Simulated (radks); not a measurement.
Values are calculated unless marked as measured or tabulated.
Excited configurations of B+: one electron is placed in a higher orbital outside [He] 2s1. The ground configuration is [He] 2s2. Code: a radial shooting solver on a logarithmic mesh with Libxc functionals. Model: scalar-relativistic Kohn-Sham, PBE, spin-polarised, spherical densities, finite nucleus; open shells are filled with parallel spins first; Fermi nuclear charge, rms radius 2.406 fm. Excitation = E - E(ground); binding = E(ion) - E, where the ion is the core of charge +2; n* = 2/sqrt(2 binding) in atomic units, and the quantum defect is n - n*.

| outer orbital | excitation (eV) | binding (eV) | n* | quantum defect | eigenvalue (eV) | <r> (bohr) |
|---|---|---|---|---|---|---|
| 3s | 15.356 | 9.256 | 2.425 | 0.575 | -7.325 | 4.583 |
| 4s | 19.718 | 4.895 | 3.334 | 0.666 | -3.906 | 8.769 |
| 4p | 20.246 | 4.367 | 3.530 | 0.470 | -3.440 | 9.380 |
| 4d | 20.607 | 4.006 | 3.686 | 0.314 | -3.061 | 9.241 |
| 4f | 21.028 | 3.585 | 3.896 | 0.104 | -2.608 | 8.651 |
| 5s | 21.586 | 3.027 | 4.240 | 0.760 | -2.462 | 14.25 |
| 5p | 21.838 | 2.774 | 4.429 | 0.571 | -2.242 | 15.11 |
| 6p | 22.695 | 1.918 | 5.327 | 0.673 | -1.574 | 22.22 |
| 7p | 23.207 | 1.406 | 6.222 | 0.778 | -1.167 | 30.71 |
| 7d | 23.264 | 1.348 | 6.353 | 0.647 | -1.113 | 31.09 |

The Delta-SCF ionisation energy is 24.613 eV (NIST Atomic Spectra Database: 25.155 eV, measured). Self-interaction in the functional shifts the binding energies and quantum defects, so they are the method's values and not measured ones.
